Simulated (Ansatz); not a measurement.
Z-matrix (Å, degrees):
```
Si
F 1 1.594
S 1 2.150 2 101.8
N 1 1.694 2 107.3 3 124.3
H 1 1.475 2 110.8 3 -116.7
Si 3 2.116 1 98.5 2 -168.4
H 4 1.008 1 120.2 2 -51.7
H 4 1.009 1 117.6 2 167.4
N 6 1.686 3 107.6 1 -147.0
F 6 1.612 3 106.7 1 -23.6
H 6 1.476 3 115.0 1 91.7
H 9 1.006 6 122.5 3 -155.8
H 9 1.006 6 123.0 3 38.1
```

Charge 0, multiplicity 1.

Problem. List the PBE/def2-TZVPP orbital energies in eV (the Gaussian-basis code of Ansatz). (Best estimate.)

Solution. The calculation gave: Occupied: -2395.42, -1781.01, -1780.94, -659.87, -659.73, -380.50, -380.23, -208.43, -154.54, -154.49, -154.39, -138.55, -138.48, -95.33, -95.29, -95.28, -95.25, -95.22, -95.18, -29.57, -29.48, -21.61, -21.40, -17.94, -13.80, -13.24, -12.72, -12.49, -11.59, -11.23, -10.79, -10.60, -10.40, -10.39, -9.13, -9.07, -8.32, -7.85, -6.86, -6.71, -6.19. Lowest empty: -0.45, -0.29, 0.07, 0.11, 0.57, 1.01, 1.37, 1.63.
